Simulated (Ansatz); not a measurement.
## Ansatz (development build ahead of 0.2.0) run

```yaml
crystal:
  periodic: [false, false, false]
  atoms:
    - { symbol: Co, position_ang: [0.0, 0.0, 0.0] }
basis:
  gaussian: { orbitals: def2-SVP }
total_charge: -1
magnetization:
  spin_polarized: true
  initial_magnetization: 2
hamiltonian:
  xc: pbe0
output:
  forces: true
```

The input is written out in the form of the current development build from the run's settings.

The run gave:

| Quantity | Value |
| --- | --- |
| Converged | yes |
| Total energy | -1382.26807 hartree |
| Spin squared of the determinant | 2.005 |
| Stability test | minimum |

Forces (eV/Å):
```tsv
atom	Fx	Fy	Fz
Co1	0.000	0.000	0.000
```

Caution: no diffuse functions for an anion.
